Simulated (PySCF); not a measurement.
Geometries of 2 isomers of C5H3F3, from PBE0-D3(BJ)/def2-SVP geometry optimisation, gas phase in PySCF. One conformer each, no zero-point energy, no frequencies.

Task: Which is lower in electronic energy at this level?
A.
```xyz
11
angstrom
C      3.055   -0.173   -0.227
C      1.871   -0.248    0.020
C      0.489   -0.337    0.319
F      0.165   -1.050    1.404
C     -0.494    0.234   -0.401
F     -0.176    0.947   -1.474
C     -1.944    0.138   -0.107
F     -2.457    1.364    0.231
H      4.105   -0.104   -0.448
H     -2.106   -0.573    0.716
H     -2.472   -0.222   -1.008
```
B.
```xyz
11
angstrom
F     -2.434   -0.920   -0.528
C     -1.176   -0.601   -0.877
F     -1.184    0.691   -1.237
F     -0.913   -1.315   -1.985
C     -0.207   -0.876    0.209
C      0.528    0.089    0.764
C      0.943    1.451    0.881
C      1.507    0.568    1.689
H     -0.128   -1.913    0.538
H      0.851    2.479    0.537
H      2.211    0.359    2.492
```

Result: B. That is `FC(F)(F)C=C1C=C1`, 17.3 kcal/mol below the other.

```tsv
SMILES	atoms numbered as above	E (Eh)	relative (kcal/mol)	relative (kJ/mol)	dipole (D)
FC(F)(F)C=C1C=C1	[F:1][C:2]([F:3])([F:4])[CH:5]=[C:6]1[CH:7]=[CH:8]1	-490.89345	0.0	0.0	4.59
C#C/C(F)=C(\F)CF	[CH:1]#[C:2]/[C:3]([F:4])=[C:5](\[F:6])[CH2:7][F:8]	-490.86584	17.3	72.5	1.69
```

As drawn, the lower has a three-membered ring and two fluorines on one carbon, which the higher lacks; the higher has a C≡C bond, which the lower lacks.
